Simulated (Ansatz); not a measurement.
`CO[Si]Br` + CH₃OH → `CO[Si]OC` + HBr at 500 K and 1 bar (ligand exchange at the Si–Br bond).

Gas-phase electronic energies from Ansatz, PBE0-D4/def2-TZVP geometries. CCSD(T)/CBS adds triple-zeta CCSD(T) − MP2 to the extrapolated MP2 energy (def2 sets, frozen cores). This one scheme is used for every species. For Br outer-core shells are correlated without core-valence functions, which leaves a few kJ/mol of doubt a bond. Scalar relativity is left out up to krypton. One conformer a species, not always the lowest.

```
   species  CCSD(T)/CBS energy (Eh)  H − E (kJ/mol)  S (J/(mol·K))
`CO[Si]Br`              -2977.47730           149.8          378.2
     CH₃OH               -115.61712           157.0          265.4
`CO[Si]OC`               -519.17085           268.5          413.3
       HBr              -2573.91920            30.5          213.7
```

H − E and S are ideal-gas, rigid-rotor, harmonic terms from PBE0-D4/def2-TZVP, for one conformer and one mirror image of each species. 1 Eh = 2625.50 kJ/mol, R = 8.31446 J/(mol·K).

By hand: ΔE, ΔH, ΔS and ΔG.

ΔE = (-519.17085) + (-2573.91920) − (-2977.47730) − (-115.61712) = 0.00437 Eh = 11.5 kJ/mol. Δ(H − E) = 268.5 + 30.5 − 149.8 − 157.0 = -7.8, so ΔH = 3.7 kJ/mol. ΔS = 413.3 + 213.7 − 378.2 − 265.4 = -16.6 J/(mol·K). ΔG = 3.7 − 500 × (-16.6)/1000 = 12.0 kJ/mol.

By hand: the equilibrium constant, and the temperature at which ΔG would vanish if ΔH and ΔS stayed fixed.

log₁₀ K = −ΔG/(RT ln 10) = -1.3. ΔH and −TΔS have one sign here, so there is no such temperature.

TΔS isn't small against ΔH here. A doubt of 5 kJ/mol in ΔE shifts log₁₀ K by 0.5 here. Other conformers and mirror images would add mixing entropy, several J/(mol·K) or more a flexible species. These are equilibria of isolated gas molecules and say nothing of rates. Largest T1 diagnostic: 0.014 (customary marks: 0.02 for closed shells, 0.045 for open ones).
